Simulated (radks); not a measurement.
The numbers below are computed, except where a source is named.
Ionisation of the bromine ion Br+, [Ar] 3d10 4s2 4p4, to Br2+, [Ar] 3d10 4s2 4p3, under several functionals. Scalar-relativistic Kohn-Sham, spin-polarised, spherical densities, point nucleus; open shells are filled with parallel spins first; a radial shooting solver on a logarithmic mesh with Libxc functionals.

| functional | E(Br+) (hartree) | Exc (hartree) | IE (eV) | -e(HOMO) (eV) | <r> HOMO (bohr) | IE error (eV) |
|---|---|---|---|---|---|---|
| BP86 | -2606.65790 | -92.48139 | 21.470 | 16.600 | 1.973 | -0.121 |
| revPBE | -2606.15986 | -91.97915 | 21.135 | 16.344 | 1.980 | -0.456 |
| exchange-only PBE | -2604.33260 | -90.11319 | 19.983 | 15.240 | 2.009 | -1.608 |
| OLYP | -2607.09034 | -92.99107 | 20.949 | 16.198 | 1.993 | -0.642 |
| AM05 | -2602.85974 | -88.63183 | 21.242 | 16.421 | 1.977 | -0.349 |

NIST Atomic Spectra Database: 21.591 eV (measured). Closest: BP86. The Delta-SCF values span 1.49 eV, the total energies 4.23 hartree. The highest occupied level is 4p. Open shells are spherical and high-spin; term and fine-structure splittings are not resolved.
